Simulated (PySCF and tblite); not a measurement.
The numbers below are computed, except where a source is named.
**Pyramidal inversion: stationary points, barriers and rates**

System: C₆H₁₂N₂, numbered as in [CH3:1][C@@:2]1([NH2:3])[CH2:4][C:5]12[CH2:6][NH:7][CH2:8]2.

Motion: pyramidal inversion at N7. The path came from a restrained scan, a climbing-image band and a saddle search at GFN2-xTB; energies are B3LYP/pcSseg-1 + D3(BJ)//GFN2-xTB, thermal terms GFN2-xTB. Rates follow Eyring's equation with the number of equivalent paths and no tunnelling. (PySCF 2.14 with density fitting, tblite 0.8.)

```csv
point,symmetry,E(GFN2) kcal/mol,E(DFT) kcal/mol,ZPE change kcal/mol,lowest mode cm⁻¹,dipole D
start,C1,0.0,0.0,0.00,107,1.12
saddle,C1,6.0,5.4,-1.09,658i,0.94
end,C1,0.5,0.6,-0.06,98,2.30
```

* Electronic barrier: 5.4 kcal/mol
* Barrier with zero-point energy: 4.3 kcal/mol
* ΔH‡ (298 K): 4.1 kcal/mol
* ΔS‡ (298 K, symmetry apart): -0.9 cal/(mol K)
* Paths: 1 equivalent path
* End point: a different minimum
* Mean lifetime of the start against this motion at 298 K: 270 ps
* Cost: 4.6 min on 1 thread of Intel Xeon @ 2.50GHz, shared host (rough), peak memory 0.88 GiB, launched as `OMP_NUM_THREADS=1 python ens_run.py task.json out`

| T/K | ΔG‡ kcal/mol | k s⁻¹ | ΔG kcal/mol | k back s⁻¹ |
| --- | --- | --- | --- | --- |
| 200 | 4.3 | 7.4×10⁷ | 0.5 | 2.8×10⁸ |
| 250 | 4.4 | 7.8×10⁸ | 0.5 | 2.3×10⁹ |
| 298 | 4.4 | 3.7×10⁹ | 0.5 | 9×10⁹ |
| 350 | 4.4 | 1.2×10¹⁰ | 0.5 | 2.6×10¹⁰ |
| 400 | 4.5 | 3×10¹⁰ | 0.5 | 5.7×10¹⁰ |
| 500 | 4.6 | 1×10¹¹ | 0.5 | 1.7×10¹¹ |

ΔG and ΔG‡ leave out symmetry numbers and mirror images; rates count paths: 1 out, 1 back.
